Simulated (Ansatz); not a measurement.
CH3AlFGa (`[F][Al]1[CH2][GaH]1`) at its PBE0-D4/def2-TZVP geometry, where that method's forces vanish. Total charge 0; spin multiplicity 1.

```tsv
atom	x (Å)	y (Å)	z (Å)
F1	-1.490	2.101	1.507
Al2	-0.528	0.911	0.892
C3	-0.133	0.097	-0.807
Ga4	0.714	-1.124	0.584
H5	0.771	0.742	-0.952
H6	-0.562	-0.120	-1.786
H7	1.228	-2.607	0.563
```

(1) For each bond, give half the difference of the two atoms' forces along it (eV/Å; positive pushes the atoms apart) under PBE-D4, r2SCAN-D4, B3LYP-D4, ωB97M-V in def2-TZVPP. (Estimate.)

Answers

(1) Computed: 
```
   bond  length (Å)  PBE-D4  r2SCAN-D4  B3LYP-D4  ωB97M-V
 F1–Al2       1.650    0.41       0.09      0.10     0.17
 Al2–C3       1.925   -0.04      -0.05      0.05    -0.08
Al2–Ga4       2.404   -0.09      -0.05      0.07    -0.12
 C3–Ga4       2.035    0.14       0.03      0.24     0.04
  C3–H5       1.120    0.14       0.02     -0.10    -0.06
  C3–H6       1.090    0.06      -0.01     -0.11    -0.08
 Ga4–H7       1.570    0.01      -0.06     -0.09    -0.09
```

B3LYP here is the variant with VWN-RPA as its local correlation; programs differ in this.
